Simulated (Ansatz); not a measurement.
Computed with Ansatz on PBE0-D4/def2-TZVP structures; ΔE is electronic, products minus reactants. CCSD(T)/CBS adds triple-zeta CCSD(T) − MP2 to the extrapolated MP2 energy (def2 sets, frozen cores). Functionals use def2-TZVPP. For Se outer-core shells are correlated without core-valence functions, which leaves a few kJ/mol of doubt a bond. Scalar relativity is left out up to krypton. One conformer a species, not always the lowest.

Consider the formal exchange of groups at the Si–Se bond: `B[Se][SiH2]F` + `OB[SiH3]` → `OB[SiH2][SiH2]F` + `B[SeH]`.

Is it downhill or uphill in electronic energy at CCSD(T)/CBS, and by how much? (Best estimate.)

Ansatz gave: Uphill: ΔE = +0.59 eV.

What do these levels give: PBE-D4, ωB97X-V, B2PLYP, PBE0, HF/def2-TZVPP, MP2/def2-TZVPP, SCS-MP2/def2-TZVPP, CCSD(T)/def2-TZVPP, HF/def2-QZVPP, SCS-MP2/def2-QZVPP, HF/CBS(def2), MP2/CBS(def2)? (Estimate.)

Computed: PBE-D4 0.41, ωB97X-V 0.53, B2PLYP 0.58, PBE0 0.49, HF/def2-TZVPP 0.72, MP2/def2-TZVPP 0.66, SCS-MP2/def2-TZVPP 0.66, CCSD(T)/def2-TZVPP 0.55, HF/def2-QZVPP 0.73, SCS-MP2/def2-QZVPP 0.68, HF/CBS(def2) 0.73, MP2/CBS(def2) 0.70 eV.

Largest T1 diagnostic among the species: 0.014.

From PBE to PBE0 (25 % exact exchange), in def2-TZVPP and without D4, ΔE moves by +0.06 eV. In def2-TZVPP, CCSD(T) changes the Hartree–Fock value by −0.17 eV (the triples alone add −0.02 eV) and MP2 by −0.06 eV.
